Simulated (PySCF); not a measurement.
Relaxation of triplet CaO2

Computed with UPBE0/[Ca def2-TZVP, O def2-TZVP], no relativity, density fitting, PySCF. A (50,194) grid was used.

A hand-made bent start, of C2v symmetry, held to at least that symmetry:

```xyz
3
charge 0 multiplicity 3, angstrom
Ca    0.0000    0.0000   -0.5202
O     1.6711    0.0000    0.6499
O    -1.6711    0.0000    0.6499
```

Optimiser trace:
```csv
step,E − E(last) (kJ/mol),largest gradient (Eh/bohr)
0,13.33,0.01206
1,9.40,0.00672
2,4.70,0.00985
3,3.60,0.00973
4,1.09,0.00606
5,0.08,0.00167
6,0.00,0.00010
7,0.00,0.00005
```

It ends at C2v with Ca–O 2.093 Å (×2); O–Ca–O 136.3° (after a last refinement on a finer grid). A frequency run shows a minimum. Other isomers or separated fragments may lie lower.

At this level a singlet minimum of C2v symmetry lies 56 kJ/mol below this structure.

The relaxation took 9.3 s on 4 threads of a shared Arm Neoverse V1 host, with 98 basis functions and 8 gradients; the process peaked at 0.58 GiB. Launch command: `OMP_NUM_THREADS=4 python axn.py task.json out`.
